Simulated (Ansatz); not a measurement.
`F[Si@H]1[SiH2][Si@@H]1Cl` + CH₄ → `C[Si@@H]1[SiH2][Si@@H]1Cl` + H–F  (formal exchange of groups at the Si–F bond)

Isolated molecules relaxed with PBE0-D4/def2-TZVP in Ansatz; ΔE leaves out vibrations. CCSD(T)/CBS adds triple-zeta CCSD(T) − MP2 to the extrapolated MP2 energy (def2 sets, frozen cores). This one scheme is used for every species. DFT in def2-TZVPP. B3LYP here is the variant with VWN-RPA as its local correlation; programs differ in this.

| level | ΔE (kcal/mol) | difference from CCSD(T)/CBS |
| --- | --- | --- |
| PBE-D4 | 26.7 | -0.4 |
| r2SCAN-D4 | 29.2 | 2.1 |
| PBE0-D4 | 26.0 | -1.1 |
| ωB97M-V | 28.6 | 1.5 |
| B2PLYP | 30.2 | 3.1 |
| B3LYP | 31.5 | 4.4 |
| HF/def2-TZVPP | 32.3 | 5.2 |
| CCSD(T)/def2-TZVPP | 27.3 | 0.2 |
| SCS-MP2/def2-QZVPP | 28.3 | 1.2 |
| MP2/CBS(def2) | 26.5 | -0.6 |
| CCSD(T)/CBS | 27.1 | 0 |

Largest T1 diagnostic among the species: 0.014.

In def2-TZVPP, CCSD(T) changes the Hartree–Fock value by −5.0 kcal/mol (the triples alone add −0.5 kcal/mol) and MP2 by −5.5 kcal/mol. From PBE to PBE0 (25 % exact exchange), in def2-TZVPP and without D4, ΔE moves by −0.8 kcal/mol.

CCSD(T)/CBS has its own doubt, a few kJ/mol and more with outer-core shells, so smaller differences from it don't rank the levels.
